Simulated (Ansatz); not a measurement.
Be2S2. The state is a singlet with charge 0. Geometry PBE-D4/def2-TZVP; atoms count from 1.

```csv
atom,x (Å),y (Å),z (Å)
Be1,0.179,0.164,1.368
Be2,1.372,-0.016,-0.219
S3,-1.424,0.104,0.277
S4,-0.127,-0.252,-1.427
```

Another isomer (singlet) lies 3.56 eV lower at PBE0-D4/def2-TZVP; other spin states weren't run for this one.

Estimate the Mulliken populations from the PBE0/def2-TZVP orbitals of Ansatz.


```json
{"atom": "Be1", "charge (e)": "0.09"}
{"atom": "Be2", "charge (e)": "0.09"}
{"atom": "S3", "charge (e)": "-0.09"}
{"atom": "S4", "charge (e)": "-0.09"}
```
Mulliken values depend strongly on the basis.

And the Mayer bond orders between heavy atoms (over 0.3)?

Be1–Be2 1.08 (1.99 Å); Be1–S3 1.22 (1.94 Å); Be2–S4 1.22 (1.94 Å); S3–S4 1.00 (2.17 Å).
